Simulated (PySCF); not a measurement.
Spectrum to structure. Level of theory: PySCF, TDDFT wB97X-D/def2-SVPD, vertical, gas phase, core orbitals frozen in the response. Geometries: GFN2-xTB, one conformer each.

```
state  E (eV)       f
   S1    3.29  0.0000
   S2    4.61  0.0024
   S3    4.74   0.634
   S4    5.96  0.0008
   S5    6.00   0.020
   S6    6.14  0.0000
   S7    7.10  0.0000
   S8    7.18  0.0016
```

Triplets computed (Tamm–Dancoff): 2.39, 2.88, 3.54 eV.

Task: Which structure fits? All have the formula C7H6O.
A. `C#CCc1ccco1`
B. `C1(=O)C=CC(C=C1)=C`
C. `Oc1ccc2c(c1)C2`

Result: B. Its S1, at 3.29 eV, is the lowest among the candidates; the nearest of the others has S1 at 4.93 eV. S1 is HOMO-1→LUMO (92%). Löwdin shares by element: HOMO carbon 48% or more, oxygen 17% (atoms not listed hold the other 35%); LUMO carbon 46% or more, oxygen 15% (atoms not listed hold the other 39%). At the same level the other candidates give, for their lowest levels:
- `C#CCc1ccco1`: 6.11 eV (f 0.285); 6.59 eV (f 0.007); 6.74 eV (f 0.002); 6.89 eV (f 0.005); 6.96 eV (f 0.004); T1 4.05 eV; HOMO -8.31, LUMO 1.89 eV
- `Oc1ccc2c(c1)C2`: 4.93 eV (f 0.081); 5.75 eV (f 0.042); 6.07 eV (f 0.003); 6.23 eV (f 0.000); 6.63 eV (f 0.001); T1 3.99 eV; HOMO -8.01, LUMO 1.28 eV
